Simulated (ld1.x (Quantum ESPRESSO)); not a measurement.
Which change was made? (Co, ultrasoft)

```json
{
  "Element": "cobalt (Co)",
  "Generator": "ld1.x (Quantum ESPRESSO) 7.5",
  "Type": "ultrasoft",
  "Functional": "LDA (PZ)",
  "Relativity": "scalar-relativistic",
  "Frozen core": "[Ne]",
  "Valence charge": "17",
  "Reference configuration": "3s2 3p6 3d7 4s2 4p0",
  "Partial waves": "3s (bound): rcut 1.10, rcutus 1.45 bohr; 4s (bound): rcut 1.10, rcutus 1.45 bohr; 3p (bound): rcut 1.15, rcutus 1.30 bohr; 4p (bound, empty): rcut 1.15, rcutus 1.30 bohr; 3d (bound): rcut 1.20, rcutus 1.40 bohr; 3d channel at -0.15 Ry: rcut 1.20, rcutus 1.40 bohr",
  "Local potential": "all-electron potential smoothed inside 1.35 bohr (lloc = -2)",
  "Core correction": "none",
  "Augmentation charge": "PSQ, inside the norm-conserving radii"
}
```

Cutoffs, loose and tight: the cutoffs (Ry, on a coarse ladder) from which the occupation-weighted sum of valence levels, in a spherical-Bessel basis at the reference potential, stays within 10 and 1 mRy of its value at 400 Ry. They do not see the model core or the augmentation charge, which bear on the density cutoff. Test errors are all-electron minus pseudo excitation energies from the reference, over the configurations 3s2 3p6 3d7 4s1 4p0; 3s2 3p6 3d7 4s0 4p0; 3s2 3p6 3d6 4s0 4p0; 3s2 3p6 3d8 4s0 4p0; 3s2 3p6 3d7 4s1 4p1; 3s2 3p5 3d7 4s2 4p0; 3s2 3p6 3d5 4s0 4p0 (two spin-polarised tests are not counted in the largest error); variants that change the core or the reference have their own tests. The largest error is taken over the tests solved by every variant that gives reliable tests at all, those not shown here included: 3s2 3p5 3d7 4s2 4p0; 3s2 3p6 3d6 4s0 4p0; 3s2 3p6 3d7 4s0 4p0; 3s2 3p6 3d7 4s1 4p0; 3s2 3p6 3d7 4s1 4p1; 3s2 3p6 3d8 4s0 4p0.

The base gives: outcome: generated; cutoff, loose: 70 Ry; cutoff, tight: 120 Ry; bound ghosts: none; largest test error (meV): -106.

Question: After one change the result is: outcome: generated, overlap not positive; bound ghosts: not determined (overlap not positive); largest test error (meV): -100. Which change was it?
A. local potential all-electron potential smoothed inside 1.00 bohr (lloc = -1)
B. core [Ne] 3s2, valence charge 15; reference 3p6 3d7 4s1.75 4p0.25; waves now 4s (bound): rcut 1.55, rcutus 2.15 bohr; 4s channel at 2.95 Ry: rcut 1.55, rcutus 2.15 bohr; 3p (bound): rcut 1.15, rcutus 1.45 bohr; 4p (bound): rcut 1.15, rcutus 1.45 bohr; 3d (bound): rcut 1.50, rcutus 1.65 bohr; 3d channel at -0.15 Ry: rcut 1.50, rcutus 1.65 bohr; local potential all-electron potential smoothed inside 1.75 bohr (lloc = -1); core correction Bessel-smoothed model core inside 1.05 bohr
C. waves 3p (bound): rcut 0.76, rcutus 0.80 bohr; 4p (bound): rcut 0.76, rcutus 0.80 bohr

Answer: A. The others give: core [Ne] 3s2, valence charge 15; reference 3p6 3d7 4s1.75 4p0.25; waves now 4s (bound): rcut 1.55, rcutus 2.15 bohr; 4s channel at 2.95 Ry: rcut 1.55, rcutus 2.15 bohr; 3p (bound): rcut 1.15, rcutus 1.45 bohr; 4p (bound): rcut 1.15, rcutus 1.45 bohr; 3d (bound): rcut 1.50, rcutus 1.65 bohr; 3d channel at -0.15 Ry: rcut 1.50, rcutus 1.65 bohr; local potential all-electron potential smoothed inside 1.75 bohr (lloc = -1); core correction Bessel-smoothed model core inside 1.05 bohr → outcome: generated; cutoff, loose: 50 Ry; cutoff, tight: 80 Ry; bound ghosts: none; largest test error (meV): test run stopped at test 1 of 9 (negative rho) | waves 3p (bound): rcut 0.76, rcutus 0.80 bohr; 4p (bound): rcut 0.76, rcutus 0.80 bohr → outcome: generated; cutoff, loose: 120 Ry; cutoff, tight: 230 Ry; bound ghosts: none; largest test error (meV): +22. A file whose overlap is not positive is unfit for use, and its test errors describe a broken file.
